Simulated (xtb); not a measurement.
C3F5, doublet, at a GFN2-xTB geometry; xtb 6.7.1 with GFN2-xTB.

xtb was given this input:
```
$ xtb mol.xyz --gfn 2 --uhf 1 --acc 1000 --json

# file mol.xyz
8

F      2.60094538     1.14283506     0.08089861
C      1.43096998     0.69793299    -0.24220788
C      0.44692092     0.10911001     0.37558517
F      0.44992855    -0.20912959     1.70017522
C     -0.83543288    -0.29579618    -0.32144863
F     -1.90245541     0.30342010     0.21057985
F     -0.79671474     0.03356214    -1.61483549
F     -1.04667580    -1.61151893    -0.25143729
```

What the program printed (banner, timings and long lists left out):

```
   ID    Z sym.   atoms
    1    9 F      1, 4, 6-8
    2    6 C      2, 3, 5

           -------------------------------------------------
          |                Calculation Setup                |
           -------------------------------------------------

           -------------------------------------------------
          |                 G F N 2 - x T B                 |
           -------------------------------------------------

          ...................................................
          :                      SETUP                      :
          :.................................................:
          :  # basis functions                  32          :
          :  # atomic orbitals                  32          :
          :  # shells                           16          :
          :  # electrons                        47          :
          :  max. iterations                   250          :
          :  Hamiltonian                  GFN2-xTB          :
          :  restarted?                      false          :
          :  GBSA solvation                  false          :
          :  PC potential                    false          :
          :  electronic temp.          300.0000000     K    :
          :  accuracy                 1000.0000000          :
          :  -> integral cutoff          0.2000000E+02      :
          :  -> integral neglect         0.1000000E-04      :
          :  -> SCF convergence          0.1000000E-02 Eh   :
          :  -> wf. convergence          0.1000000E+00 e    :
          :  Broyden damping             0.4000000          :
          :  net charge                          0          :
          :  unpaired electrons                  1          :
          ...................................................

 iter      E             dE          RMSdq      gap      omega  full diag
   1    -30.0290382 -0.300290E+02  0.536E+00    3.90       0.0  T
   2    -30.0709592 -0.419209E-01  0.293E+00    4.01       1.0  T
   3    -30.0711561 -0.196939E-03  0.150E+00    3.85       1.0  T
   4    -30.0720001 -0.844004E-03  0.591E-01    4.04       1.0  T
   5    -30.0744155 -0.241537E-02  0.945E-02    3.93       1.0  T
   6    -30.0744224 -0.697668E-05  0.390E-02    3.93       1.0  T

   *** convergence criteria satisfied after 6 iterations ***

         :::::::::::::::::::::::::::::::::::::::::::::::::::::
         ::                     SUMMARY                     ::
[...]
         :: total energy             -29.942566471948 Eh    ::
[...]

     #   Z          covCN         q      C6AA      α(0)
     1   9 F        0.785    -0.045     9.753     3.689
     2   6 C        1.773     0.124    28.171     8.581
     3   6 C        2.745     0.120    25.340     8.242
     4   9 F        0.786    -0.159    10.824     3.886
     5   6 C        3.334     0.495    17.191     6.570
     6   9 F        0.791    -0.174    10.972     3.913
     7   9 F        0.791    -0.187    11.097     3.935
     8   9 F        0.791    -0.174    10.972     3.913

 Mol. C6AA /au·bohr⁶  :        934.584030
 Mol. C8AA /au·bohr⁸  :      20815.811529
 Mol. α(0) /au        :         42.728655

Wiberg/Mayer (AO) data.
largest (>0.10) Wiberg bond orders for each atom

 ---------------------------------------------------------------------------
     #   Z sym  total        # sym  WBO       # sym  WBO       # sym  WBO
 ---------------------------------------------------------------------------
     1   9 F    1.386 --     2 C    1.243
     2   6 C    3.285 --     3 C    1.850     1 F    1.243     4 F    0.146
     3   6 C    3.894 --     2 C    1.850     4 F    0.944     5 C    0.933
     4   9 F    1.145 --     3 C    0.944     2 C    0.146
     5   6 C    3.865 --     6 F    0.964     8 F    0.964     7 F    0.960
                             3 C    0.933
     6   9 F    1.103 --     5 C    0.964
     7   9 F    1.087 --     5 C    0.960
     8   9 F    1.103 --     5 C    0.964
 ---------------------------------------------------------------------------

Topologies differ in total number of bonds
Writing topology from bond orders to xtbtopo.mol

molecular dipole:
                 x           y           z       tot (Debye)
 q only:        0.552       0.297      -0.208
   full:        0.647       0.328      -0.162       1.890
molecular quadrupole (traceless):
                xx          xy          yy          xz          yz          zz
 q only:        0.026      -0.293       1.223      -1.272       0.063      -1.249
  q+dip:        0.752      -0.085       1.562      -1.375       0.350      -2.314
   full:       -0.005      -0.721       1.843      -1.229       0.442      -1.838

           -------------------------------------------------
          | TOTAL ENERGY              -29.942566471948 Eh   |
          | GRADIENT NORM               0.007611161199 Eh/α |
          | HOMO-LUMO GAP               3.931504282042 eV   |
           -------------------------------------------------

normal termination of xtb
```
